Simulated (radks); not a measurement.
Valence configurations of the argon ion Ar3+ (all share [Ne]). Method: Dirac Kohn-Sham, LDA (Slater exchange, Perdew-Wang correlation), spin-unpolarised, spherical densities, finite nucleus; open shells fill j = l - 1/2 first; Fermi nuclear charge, rms radius 3.4274 fm; computed with a radial shooting solver on a logarithmic mesh with Libxc functionals. Energies are relative to 3s2 3p3; eigenvalues in eV.

| valence | E (eV) | e(3p1/2) | e(3p3/2) | e(3s1/2) |
|---|---|---|---|---|
| 3s2 3p3 | 0.000 | -50.153 | -49.900 | -65.460 |
| 3s1 3p4 | 15.581 | -50.645 | -50.389 | -65.992 |
| 3s1.5 3p3.5 | 7.785 | -50.401 | -50.146 | -65.728 |
| 3s0.5 3p4.5 | 23.388 | -50.885 | -50.628 | -66.252 |
| 3p5 | 31.205 | -51.122 | -50.864 | - |

NIST lists [Ne] 3s2 3p3 as the ground configuration; this level of theory agrees among the configurations tried. The energies are those of spherical spin-averaged densities, not of single terms.
